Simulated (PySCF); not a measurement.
C$_{3}$H$_{7}$BClF, singlet, at a GFN2-xTB geometry; M062X/6-31G in PySCF.

Here is a job for PySCF.
```python
from pyscf import gto, scf, dft, solvent

mol = gto.M(
    atom='''
B     0.239148    0.067041    0.748077
Cl   -0.284888   -0.608704    2.236696
F     1.279961    0.881375    0.815379
C    -0.464985   -0.248140   -0.633559
C     0.177712    0.437153   -1.846959
C    -0.554387    0.094103   -3.137971
H    -1.519213    0.041371   -0.582397
H    -0.478809   -1.328993   -0.803601
H     0.168111    1.517839   -1.696534
H     1.221006    0.126951   -1.924202
H    -0.537770   -0.979289   -3.313459
H    -0.083723    0.587088   -3.984838
H    -1.591942    0.416735   -3.086667
''',
    basis='6-31g',
    charge=0,
    spin=0,
    verbose=4,
)

mf = dft.RKS(mol)
mf.xc = 'm062x'
mf.kernel()
```

It wrote (shortened):

```
PySCF version 2.14.0

[INPUT] verbose = 4
[INPUT] num. atoms = 13
[INPUT] num. electrons = 56
[INPUT] charge = 0
[INPUT] spin (= nelec alpha-beta = 2S) = 0
[INPUT] symmetry False subgroup None
[INPUT] Mole.unit = angstrom
[INPUT] Symbol           X                Y                Z      unit          X                Y                Z       unit  Magmom
[INPUT]  1 B      0.239148000000   0.067041000000   0.748077000000 AA    0.451924223237   0.126689129117   1.413660650086 Bohr   0.0
[INPUT]  2 Cl    -0.284888000000  -0.608704000000   2.236696000000 AA   -0.538360296175  -1.150283850927   4.226742863910 Bohr   0.0
[INPUT]  3 F      1.279961000000   0.881375000000   0.815379000000 AA    2.418775740124   1.665557363039   1.540842997722 Bohr   0.0
[INPUT]  4 C     -0.464985000000  -0.248140000000  -0.633559000000 AA   -0.878694302031  -0.468916640550  -1.197252993753 Bohr   0.0
[INPUT]  5 C      0.177712000000   0.437153000000  -1.846959000000 AA    0.335827009049   0.826099444532  -3.490246673301 Bohr   0.0
[INPUT]  6 C     -0.554387000000   0.094103000000  -3.137971000000 AA   -1.047639597019   0.177828897500  -5.929905776828 Bohr   0.0
[INPUT]  7 H     -1.519213000000   0.041371000000  -0.582397000000 AA   -2.870896494879   0.078179859499  -1.100570825768 Bohr   0.0
[INPUT]  8 H     -0.478809000000  -1.328993000000  -0.803601000000 AA   -0.904817875977  -2.511432791464  -1.518585803427 Bohr   0.0
[INPUT]  9 H      0.168111000000   1.517839000000  -1.696534000000 AA    0.317683748527   2.868300011184  -3.205984621013 Bohr   0.0
[INPUT] 10 H      1.221006000000   0.126951000000  -1.924202000000 AA    2.307366936451   0.239902621240  -3.636214788340 Bohr   0.0
[INPUT] 11 H     -0.537770000000  -0.979289000000  -3.313459000000 AA   -1.016238018007  -1.850588006799  -6.261530034975 Bohr   0.0
[INPUT] 12 H     -0.083723000000   0.587088000000  -3.984838000000 AA   -0.158213540327   1.109435531019  -7.530252470760 Bohr   0.0
[INPUT] 13 H     -1.591942000000   0.416735000000  -3.086667000000 AA   -3.008334386192   0.787515016521  -5.832955267733 Bohr   0.0

nuclear repulsion = 270.19118449482
number of shells = 46
number of NR pGTOs = 184
number of NR cGTOs = 72
basis = 6-31g
ecp = {}

******** <class 'pyscf.dft.rks.RKS'> ********
method = RKS
initial guess = minao
damping factor = 0
level_shift factor = 0
DIIS = <class 'pyscf.scf.diis.CDIIS'>
diis_start_cycle = 1
diis_space = 8
diis_damp = 0
SCF conv_tol = 1e-09
SCF conv_tol_grad = None
SCF max_cycles = 50
direct_scf = True
direct_scf_tol = 1e-13
XC library pyscf.dft.libxc version 7.1.2
    S. Lehtola, C. Steigemann, M. J. T. Oliveira, and M. A. L. Marques,  SoftwareX 7, 1–5 (2018)
XC functionals = m062x
    Y. Zhao and D. G. Truhlar,  Theor. Chem. Acc. 120, 215 (2008)
    Y. Zhao and D. G. Truhlar,  Theor. Chem. Acc. 120, 215 (2008)
radial grids:
    Treutler-Ahlrichs [JCP 102, 346 (1995); DOI:10.1063/1.469408] (M4) radial grids

becke partition: Becke, JCP 88, 2547 (1988); DOI:10.1063/1.454033
pruning grids: <function nwchem_prune>
grids dens level: 3
symmetrized grids: False
atomic radii adjust function: <function treutler_atomic_radii_adjust>
small_rho_cutoff = 0
Set gradient conv threshold to 3.16228e-05
Initial guess from minao.
tot grids = 158200
init E= -704.0862611357
  HOMO = -0.355648879379096  LUMO = -0.0125269749149988  gap/eV = 9.33682
cycle= 1 E= -703.250146817451  delta_E= 0.836  |g|= 0.511  |ddm|= 3.06
  HOMO = -0.357168274655533  LUMO = -0.00874368928835034  gap/eV = 9.48112
cycle= 2 E= -703.261319391525  delta_E= -0.0112  |g|= 0.546  |ddm|= 1.01
  HOMO = -0.369234950609223  LUMO = 0.0123218951491806  gap/eV = 10.38269
cycle= 3 E= -703.314964623952  delta_E= -0.0536  |g|= 0.0534  |ddm|= 0.471
  HOMO = -0.374885096277383  LUMO = 0.0189581185564278  gap/eV = 10.71702
cycle= 4 E= -703.315499330608  delta_E= -0.000535  |g|= 0.0226  |ddm|= 0.077
  HOMO = -0.372837094315338  LUMO = 0.0181539326059945  gap/eV = 10.63941
cycle= 5 E= -703.315629334588  delta_E= -0.00013  |g|= 0.00167  |ddm|= 0.0287
  HOMO = -0.37320535078441  LUMO = 0.0178150221195659  gap/eV = 10.64021
cycle= 6 E= -703.315630198676  delta_E= -8.64e-07  |g|= 0.000868  |ddm|= 0.00371
  HOMO = -0.373168592091661  LUMO = 0.0178801750984432  gap/eV = 10.64098
cycle= 7 E= -703.315630410689  delta_E= -2.12e-07  |g|= 0.000131  |ddm|= 0.00117
  HOMO = -0.373154750344455  LUMO = 0.0178996995076379  gap/eV = 10.64113
cycle= 8 E= -703.315630416936  delta_E= -6.25e-09  |g|= 2.41e-05  |ddm|= 0.000307
  HOMO = -0.373158526078757  LUMO = 0.0178952195127384  gap/eV = 10.64111
cycle= 9 E= -703.315630417161  delta_E= -2.25e-10  |g|= 9.87e-06  |ddm|= 5.3e-05
  HOMO = -0.373157723078013  LUMO = 0.0178967609040739  gap/eV = 10.64113
Extra cycle  E= -703.315630417178  delta_E= -1.66e-11  |g|= 8.11e-06  |ddm|= 1.65e-05
converged SCF energy = -703.315630417178
```
